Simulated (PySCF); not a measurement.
Method: TPSSh-D3(BJ)/def2-TZVP // TPSS-D3(BJ)/def2-SVP (PySCF 2.14.0). Gas-phase values, no solvent. One relaxed conformer stands for a flexible species; it need not be the lowest. 

Reference species: [Mo(Cl)5(NH2)] (neutral, multiplicity 1).

The HOMO is -7.73 eV and the LUMO is -5.78 eV.

Changed species: [Mo(Cl)3(NH2)3] (3 of 6 Cl replaced by NH2; the reference has 1 of 6 Cl replaced by NH2).

Problem. Give the shifts of the HOMO and LUMO.

Solution. the HOMO increases by 0.47 eV, to -7.26 eV; the LUMO rises by 1.48 eV, to -4.30 eV.
